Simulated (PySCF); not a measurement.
**Correlation energy of Ga (gallium, neutral)**

[Ar] 3d10 4s2 4p1, 2P determinant. All numbers are calculated (PySCF 2.14, the non-relativistic Hamiltonian (point nucleus), in dyall-av2z). Frozen: [Ar] 3d10; 3 electrons correlated; the 34 highest virtual orbitals of each spin left out.

```json
{"level": "CCSD", "correlation energy (mhartree)": "-45.18"}
{"level": "(T)", "correlation energy (mhartree)": "-0.66"}
{"level": "CCSD(T)", "correlation energy (mhartree)": "-45.84"}
```

Diagnostics: T1 = 0.013, D1 = 0.0322, largest double amplitude 0.055.

Cost of the coupled-cluster step: of the order of 1.2 core-seconds, for 3 correlated electrons.

Iterations:

```
CC2 = 0
CCSD nocc = (np.int64(2), np.int64(1)), nmo = (44, 44)
frozen orbitals [[0, 1, 2, 3, 4, 5, 6, 7, 8, 9, 10, 11, 12, 13, 58, 59, 60, 61, 62, 63, 64, 65, 66, 67, 68, 69, 70, 71, 72, 73, 74, 75, 76, 77, 78, 79, 80, 81, 82, 83, 84, 85, 86, 87, 88, 89, 90, 91], [0, 1, 2, 3, 4, 5, 6, 7, 8, 9, 10, 11, 12, 13, 58, 59, 60, 61, 62, 63, 64, 65, 66, 67, 68, 69, 70, 71, 72, 73, 74, 75, 76, 77, 78, 79, 80, 81, 82, 83, 84, 85, 86, 87, 88, 89, 90, 91]]
max_cycle = 100
direct = 0
conv_tol = 1e-08
conv_tol_normt = 1e-06
diis_space = 8
diis_start_cycle = 0
Init t2, MP2 energy = -0.0308903791421284
Init E_corr(UCCSD) = -0.0308903791582832
cycle = 1  E_corr(UCCSD) = -0.0399053395083288  dE = -0.00901496035  norm(t1,t2) = 0.0557676
cycle = 2  E_corr(UCCSD) = -0.0430112655638222  dE = -0.00310592606  norm(t1,t2) = 0.02371
cycle = 3  E_corr(UCCSD) = -0.045187356583146  dE = -0.00217609102  norm(t1,t2) = 0.0111623
cycle = 4  E_corr(UCCSD) = -0.0451681841257729  dE = 1.91724574e-05  norm(t1,t2) = 0.00173663
cycle = 5  E_corr(UCCSD) = -0.0451895761245381  dE = -2.13919988e-05  norm(t1,t2) = 0.000265003
cycle = 6  E_corr(UCCSD) = -0.0451805947487576  dE = 8.98137578e-06  norm(t1,t2) = 5.95225e-05
cycle = 7  E_corr(UCCSD) = -0.0451849121556855  dE = -4.31740693e-06  norm(t1,t2) = 1.95548e-05
cycle = 8  E_corr(UCCSD) = -0.0451839442279291  dE = 9.67927756e-07  norm(t1,t2) = 4.97473e-06
cycle = 9  E_corr(UCCSD) = -0.0451839712483981  dE = -2.7020469e-08  norm(t1,t2) = 7.38714e-07
cycle = 10  E_corr(UCCSD) = -0.045183984821391  dE = -1.35729929e-08  norm(t1,t2) = 1.92518e-07
cycle = 11  E_corr(UCCSD) = -0.0451839854252596  dE = -6.03868552e-10  norm(t1,t2) = 3.78478e-08
UCCSD converged
E(UCCSD) = -1923.285676691213  E_corr = -0.04518398542525956
UCCSD(T) correction = -0.000660794131816694
```
